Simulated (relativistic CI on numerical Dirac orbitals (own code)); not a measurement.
**Tb45+: q coefficients and field-shift factors**

Calculated at this level of theory: Dirac-Coulomb-Breit CI, orbitals from a KLI potential per configuration, derivatives by finite differences, unscaled Slater integrals, QED left out (own radial code, finite nucleus).

Configurations in the expansion (outside the closed core [Ne]): 3s2.3p6.3d2, 3s2.3p5.3d3, 3s.3p6.3d3, 3s2.3p6.3d.4s, 3s2.3p6.3d.4p, 3s2.3p6.4s2. Double excitations out of closed p, d and f shells are left out; levels of such configurations are missing from the list, as are those of other unlisted configurations, and high levels can miss mixing partners.

With x = (α/α₀)² − 1 an excitation energy changes as ω = ω₀ + qx; K = 2q/ω₀ is the relative enhancement. Terms are leading LS components, so labels can repeat. The field-shift factor is F = δν/δ⟨r²⟩ for the transition from the lowest level.

Lowest level 3s2.3p6.3d2 3F_2.

| Level | ω₀ (cm⁻¹) | q (cm⁻¹) | F (GHz/fm²) |
| --- | --- | --- | --- |
| 3s2.3p6.3d2 3P_0 | 158310 | 20660 | 0.311 |
| 3s2.3p6.3d2 3F_3 | 304447 | 327600 | 5.18 |
| 3s2.3p6.3d2 3P_2 | 378622 | 326400 | 4.64 |
| 3s2.3p6.3d2 1G_4 | 397518 | 337700 | 5.49 |
| 3s2.3p6.3d2 3P_1 | 409630 | 334700 | 4.55 |
| 3s2.3p6.3d2 3F_4 | 670357 | 644700 | 10.1 |
| 3s2.3p6.3d2 3P_2 | 722501 | 661700 | 9.81 |
| 3s2.3p6.3d2 1S_0 | 904288 | 649900 | 11.1 |
| 3s2.3p5.3d3 3D°_2 | 1839714 | 103800 | 10.5 |
| 3s2.3p5.3d3 5D°_1 | 1863509 | 126100 | 10.6 |
| 3s2.3p5.3d3 5D°_0 | 1897158 | 123400 | 10.7 |
| 3s2.3p5.3d3 3F°_3 | 1916824 | 103600 | 10.7 |
| 3s2.3p5.3d3 5F°_3 | 2087649 | 409700 | 15.3 |

At this charge energies of transitions that change n are usually good to better than 1 %, and those within a shell (Δn = 0) to a few per cent.

(1) Which transition from the lowest level has the largest |K|?

Results:

(1) 3s2.3p6.3d2 3F_3 at 304447 cm⁻¹, K = 2.15.
